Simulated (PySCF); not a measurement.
GeTe, charge +1, doublet, at a GFN2-xTB geometry (a state made from the parent by changing its charge; the spin is typed, not shown lowest) (core potentials on Te); B3LYP/def2-SVP run with PySCF.

PySCF was given this input:
```python
from pyscf import gto, scf, dft, solvent

mol = gto.M(
    atom='''
Ge   -0.00000000   -0.00000000   -1.55418181
Te    0.00000000    0.00000000    0.95641957
''',
    basis='def2-svp',
    ecp={'Te': 'def2-svp'},
    charge=1,
    spin=1,
    verbose=4,
)

mf = dft.UKS(mol)
mf.xc = 'b3lyp'
mf.kernel()
```

Output, abridged:

```
PySCF version 2.14.0

[INPUT] verbose = 4
[INPUT] num. atoms = 2
[INPUT] num. electrons = 55
[INPUT] charge = 1
[INPUT] spin (= nelec alpha-beta = 2S) = 1
[INPUT] symmetry False subgroup None
[INPUT] Mole.unit = angstrom
[INPUT] Symbol           X                Y                Z      unit          X                Y                Z       unit  Magmom
[INPUT]  1 Ge     0.000000000000   0.000000000000  -1.554181810000 AA    0.000000000000   0.000000000000  -2.936977968681 Bohr   0.0
[INPUT]  2 Te     0.000000000000   0.000000000000   0.956419570000 AA    0.000000000000   0.000000000000   1.807371047474 Bohr   0.0

nuclear repulsion = 161.876792239539
number of shells = 22
number of NR pGTOs = 135
number of NR cGTOs = 58
basis = def2-svp
ecp = {'Te': 'def2-svp'}

******** <class 'pyscf.dft.uks.UKS'> ********
method = UKS
initial guess = minao
damping factor = 0
level_shift factor = 0
DIIS = <class 'pyscf.scf.diis.CDIIS'>
diis_start_cycle = 1
diis_space = 8
diis_damp = 0
SCF conv_tol = 1e-09
SCF conv_tol_grad = None
SCF max_cycles = 50
direct_scf = True
direct_scf_tol = 1e-13
number electrons alpha = 28  beta = 27
XC library pyscf.dft.libxc version 7.1.2
    S. Lehtola, C. Steigemann, M. J. T. Oliveira, and M. A. L. Marques,  SoftwareX 7, 1–5 (2018)
XC functionals = b3lyp
    P. J. Stephens, F. J. Devlin, C. F. Chabalowski, and M. J. Frisch,  J. Phys. Chem. 98, 11623 (1994)
radial grids:
    Treutler-Ahlrichs [JCP 102, 346 (1995); DOI:10.1063/1.469408] (M4) radial grids

becke partition: Becke, JCP 88, 2547 (1988); DOI:10.1063/1.454033
pruning grids: <function nwchem_prune>
grids dens level: 3
symmetrized grids: False
atomic radii adjust function: <function treutler_atomic_radii_adjust>
small_rho_cutoff = 0
Set gradient conv threshold to 3.16228e-05
tot grids = 42600
init E= -2316.63128414272

cycle= 1 E= -2342.1221150891  delta_E= -25.5  |g|= 2.02  |ddm|= 5.85
cycle= 2 E= -2336.29417689222  delta_E= 5.83  |g|= 2.87  |ddm|= 8.07
cycle= 3 E= -2344.05235289418  delta_E= -7.76  |g|= 0.67  |ddm|= 6.81

cycle= 4 E= -2342.76902078029  delta_E= 1.28  |g|= 1.26  |ddm|= 2.66

cycle= 5 E= -2344.55506177314  delta_E= -1.79  |g|= 0.237  |ddm|= 1.78
cycle= 6 E= -2344.58663172659  delta_E= -0.0316  |g|= 0.107  |ddm|= 0.19
cycle= 7 E= -2344.59707961399  delta_E= -0.0104  |g|= 0.0577  |ddm|= 0.269
cycle= 8 E= -2344.60031437697  delta_E= -0.00323  |g|= 0.00494  |ddm|= 0.091
cycle= 9 E= -2344.60038803384  delta_E= -7.37e-05  |g|= 0.00239  |ddm|= 0.0204
cycle= 10 E= -2344.60041400944  delta_E= -2.6e-05  |g|= 0.00104  |ddm|= 0.0126
cycle= 11 E= -2344.60042444245  delta_E= -1.04e-05  |g|= 0.000532  |ddm|= 0.00988
cycle= 12 E= -2344.60042724743  delta_E= -2.8e-06  |g|= 0.000155  |ddm|= 0.00656
cycle= 13 E= -2344.60042742104  delta_E= -1.74e-07  |g|= 2.14e-05  |ddm|= 0.00189
cycle= 14 E= -2344.60042742194  delta_E= -9.05e-10  |g|= 7.4e-06  |ddm|= 9.93e-05
Extra cycle  E= -2344.60042742177  delta_E= 1.67e-10  |g|= 1.55e-05  |ddm|= 4.15e-05
converged SCF energy = -2344.60042742177  <S^2> = 0.75575293  2S+1 = 2.0057447
```
